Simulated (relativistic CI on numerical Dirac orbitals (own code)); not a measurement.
## Kr XVIII: sensitivity of the levels to the model

Base calculation: Dirac-Coulomb-Breit CI, orbitals from a KLI potential per configuration, a model potential for QED, unscaled Slater integrals.

Configurations in the expansion (outside the closed core [Ne]): 3s2.3p6.3d, 3s2.3p5.3d2, 3s.3p6.3d2, 3s2.3p6.4s, 3s2.3p6.4p, 3s2.3p6.4d, 3s2.3p6.4f, 3s2.3p5.3d.4s, 3s2.3p5.3d.4p, 3s2.3p6.5s, 3s2.3p5.3d.4d, 3s2.3p6.5p, 3s.3p6.3d.4s, 3s2.3p6.5d, 3s.3p6.3d.4p, 3s2.3p5.3d.4f, 3s2.3p6.5f, 3s2.3p6.5g, 3p6.3d2.4p, 3s.3p6.3d.4d, 3s2.3p6.6s, 3s2.3p6.6p, 3p6.3d3, 3p5.3d4, 3p6.3d2.4s, 3p5.3d3.4s, 3p6.3d2.4d, 3p5.3d3.4d. Double excitations out of closed p, d and f shells are left out; levels of such configurations are missing from the list, as are those of other unlisted configurations, and high levels can miss mixing partners. These lack a partner that the ground configuration has and come out too high: 3s2.3p5.3d.4p, 3s2.3p5.3d.4f.

The lowest level and the first level of each name with at least 55 % of one term (blank where a level has no safe partner in the second run):

```csv
Level,Base (cm⁻¹),Shift (cm⁻¹)
3s2.3p6.3d 2D_3/2,0,0
3s2.3p6.3d 2D_5/2,15497,+41
3s2.3p5.3d2 4D°_1/2,712373,-4046
3s2.3p5.3d2 4D°_3/2,717432,-4050
3s2.3p5.3d2 4D°_5/2,726350,-4061
3s2.3p5.3d2 4D°_7/2,739041,-4066
3s2.3p5.3d2 4G°_9/2,759138,-4234
3s2.3p5.3d2 4G°_11/2,760657,-4231
3s2.3p5.3d2 4G°_7/2,762042,-4217
3s2.3p5.3d2 4P°_5/2,772783,-4143
3s2.3p5.3d2 4P°_3/2,782595,-4141
3s2.3p5.3d2 4P°_1/2,794902,-4133
3s2.3p5.3d2 2D°_5/2,796954,-4065
3s2.3p5.3d2 4F°_9/2,798579,-4209
3s2.3p5.3d2 2H°_11/2,823100,-4284
3s2.3p5.3d2 2P°_1/2,825625,-4044
3s2.3p5.3d2 2H°_9/2,857406,-4264
3s2.3p5.3d2 2G°_9/2,885944,-4260
3s2.3p5.3d2 2S°_1/2,925558,-4232
3s2.3p5.3d2 4S°_3/2,928601,-4014
3s2.3p5.3d2 2P°_3/2,961784,-2463
3s.3p6.3d2 4F_3/2,1429340,-1336
```

At this charge energies of transitions that change n are usually good to better than 1 %, and those within a shell (Δn = 0) to a few per cent.

(1) One thing was changed in a second run, which moved the levels as shown. Which?
A. only the first 3 configurations
B. QED terms removed
C. P86 correlation estimate
D. Breit term removed

## Answers

(1) A. Only the first 3 configurations. With fewer configurations the levels that remain lose their mixing partners.

LS names give the leading component of a level, which can be under half, so a name can repeat, a term be missing and a line seem to break the LS rules.
